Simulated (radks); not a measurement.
Values are calculated unless marked as measured or tabulated.
Task: The arsenic ion As+ is in [Ar] 3d10 4s2 4p2. Code: a radial shooting solver on a logarithmic mesh with Libxc functionals. Model: scalar-relativistic Kohn-Sham, r2SCAN, spin-polarised, spherical densities, finite nucleus; meta-GGA in the generalised Kohn-Sham scheme; Fermi nuclear charge, rms radius of each element as measured or else 0.836 A^(1/3) + 0.57 fm. Open shells are filled with parallel spins first. One electron is removed from 4s, 4p, 3p, 3d in turn, with full relaxation. Which removal costs least, and what does each cost?

Result: 4p 18.856 eV; 4s 26.589 eV; 3d 61.976 eV; 3p 158.19 eV. The 4p electron leaves first.
